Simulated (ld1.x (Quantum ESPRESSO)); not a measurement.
## An all-electron radial function and its pseudo partner (N (Z = 7))

Columns: radius, all-electron u(r) and pseudo u(r) of the 2s shell (level -18.81 eV) of nitrogen in the configuration [He] 2s1.5 2p3.5; PBE, scalar-relativistic, TM scheme, ld1.x (Quantum ESPRESSO) 7.5.

```tsv
r (bohr)	all-electron	pseudo
0.082	0.3629	-0.0671
0.165	0.3524	-0.1367
0.248	0.1840	-0.2102
0.330	-0.0309	-0.2894
0.413	-0.2455	-0.3801
0.495	-0.4320	-0.4832
0.578	-0.5870	-0.5977
0.660	-0.7055	-0.7060
0.742	-0.7916	-0.7916
0.825	-0.8494	-0.8494
0.908	-0.8825	-0.8825
0.990	-0.8952	-0.8952
1.072	-0.8922	-0.8922
1.155	-0.8768	-0.8768
1.238	-0.8520	-0.8520
1.320	-0.8208	-0.8208
1.402	-0.7850	-0.7850
1.485	-0.7459	-0.7459
1.568	-0.7050	-0.7050
1.650	-0.6639	-0.6639
1.733	-0.6225	-0.6225
1.815	-0.5823	-0.5823
1.898	-0.5427	-0.5427
1.980	-0.5050	-0.5050
2.062	-0.4690	-0.4690
2.145	-0.4344	-0.4344
```

(1) How many radial nodes do the two functions have?

(2) At about which radius was the pseudo-wave matched?

(3) Is the pseudo-wave norm-conserving?

Results:

(1) The all-electron 2s function has n − l − 1 = 1; the pseudo-wave has 0, since the states of the same l below it are removed with the core.

(2) 0.75 bohr. The columns agree to 0.0005 from 0.66 bohr on; several derivatives are matched, so the curves merge somewhat inside the radius.

(3) Yes: the TM scheme keeps the norm inside the radius equal to the all-electron one, which fixes the energy derivative of the logarithmic derivative at the level.
